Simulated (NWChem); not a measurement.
System: MgHBr; SMILES [MgH][Br]

Program: NWChem. The geometry was optimised at B3LYP/6-31G* (spherical d). Vertical excitations in the gas phase.

Question: Predict the results for BHandHLYP/aug-cc-pVDZ, full TDDFT. Quantities: lowest excitation, singlet (eV); oscillator strength of that lowest state; orbital gap (eV).

Answer: 
* **lowest excitation, singlet (eV)**: 6.07
* **oscillator strength of that lowest state**: 0.039
* **orbital gap (eV)**: 8.63
